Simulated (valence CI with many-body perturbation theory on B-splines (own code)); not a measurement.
## Questions on La XIX

Level of theory: relativistic CI+MBPT: three valence electrons over a frozen Dirac-Fock core [Kr], a basis of 9 s, 9 p, 10 d, 8 f, 5 g, 3 h, 1 i functions for each j, with the one-electron correlation potential Σ1 (screened to all orders), the two-electron term Σ2, the three-electron term Σ3, Breit, model QED; selected single and double excitations, second order for the rest (own B-spline code, finite nucleus).

No measured levels were compared; by estimate terms of the open shell hold to 2 to 4 % of their energy, and close levels can change places. Only levels of the ground parity were solved; by the run's estimate the other parity begins above the list, which can be wrong where configurations are misplaced.

Names give the largest LS component (configuration and term), which can be under half, so a name can repeat, a term be missing and a line seem to break the LS rules; names also repeat where a configuration has a term twice.

Rates and lifetimes use the calculated energies. Strong lines usually hold to 10 to 20 %, long lifetimes can be off by a factor of two.

What is the ground level?

4d3 4F_3/2, composition 78 % 4d3 4F + 18 % 4d3 2D + 3 % 4d3 2P, g = 0.512.

What is the ionisation energy?

499.1 eV; NIST lists 498 ± 3 eV (theoretical).

How well does LS coupling describe the low levels?

Among the lowest 19 levels the leading LS term, summed over configurations, holds 74 % on average. For single configurations the figures are 74 % in LS and 79 % in jj coupling. Terms mix most in the J = 9/2 level at 37717 cm⁻¹, where the leading one holds 44 %.
